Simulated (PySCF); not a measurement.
From one molecule to another.

First species: C7H10O2Si.
Geometry (GFN2-xTB, Å), atoms numbered from 1 in this order:
```xyz
20
C7H10O2Si angstrom
C      4.7075   -0.8661   -0.9049
C      3.7639   -0.8295   -0.1698
C      2.5979   -0.7670    0.6874
C      1.4137   -0.1093   -0.0298
Si    -0.1375   -0.0242    1.0734
C     -1.5148    0.8127    0.1010
C     -2.5985    0.2008   -0.3722
C     -3.6379    0.9366   -1.1111
O     -3.6258    2.1165   -1.3614
O     -4.6477    0.1343   -1.4904
H      5.5445   -0.9056   -1.5356
H      2.8509   -0.1995    1.5871
H      2.3319   -1.7823    0.9944
H      1.7086    0.8928   -0.3488
H      1.2000   -0.6696   -0.9430
H      0.1377    0.7772    2.2734
H     -0.5521   -1.3772    1.4634
H     -1.4450    1.8767   -0.0953
H     -2.7841   -0.8542   -0.2404
H     -5.3181    0.6477   -1.9671
```

Second species: C7H10O2Si.
Bonds: O1–C2, C2–C3, C3–C4 (aromatic), C4–C5 (aromatic), C5–C6 (aromatic), C6–Si7, Si7–O8, C6–C9 (aromatic), C9–C10 (aromatic), C3–C10 (aromatic). Hydrogens: H11 on O1; H12, H13 on C2; H14 on C4; H15 on C5; H16, H17 on Si7; H18 on O8; H19 on C9; H20 on C10.

Levels: PBE0/pcSseg-1 for HOMO energy, LUMO energy and HOMO–LUMO gap. Geometries: GFN2-xTB. All species are isolated and taken at one optimised geometry, non-relativistic unless stated; the electronic structure was computed with PySCF and density fitting.

Dipoles, sizes and rotational constants follow the conformer. The torsions of the flexible species, by atom-mapped SMILES:
- `[OH:1][CH2:2][c:3]1[cH:4][cH:5][c:6]([SiH2:7][OH:8])[cH:9][cH:10]1`: O1–C2–C3–C4 102°, C5–C6–Si7–O8 64°, H–O1–C2–C3 -55°, H–O8–Si7–C6 55°

The conformers of `C#CCC[SiH2]/C=C/C(=O)O` aren't listed.

Values for the first species:

```
HOMO energy   : -7.76 eV
LUMO energy   : -1.82 eV
HOMO–LUMO gap : 5.94 eV
```

Problem. Estimate the same properties for the second species, and the change in each.

Solution. 
```csv
property,first,second,second less first
HOMO energy,-7.76 eV,-7.41 eV,+0.35 eV
LUMO energy,-1.82 eV,-0.98 eV,+0.84 eV
HOMO–LUMO gap,5.94 eV,6.43 eV,+0.49 eV
```

On the second:  GFN2-xTB frequencies show an imaginary mode (30i cm⁻¹), so this geometry is no minimum at that level.
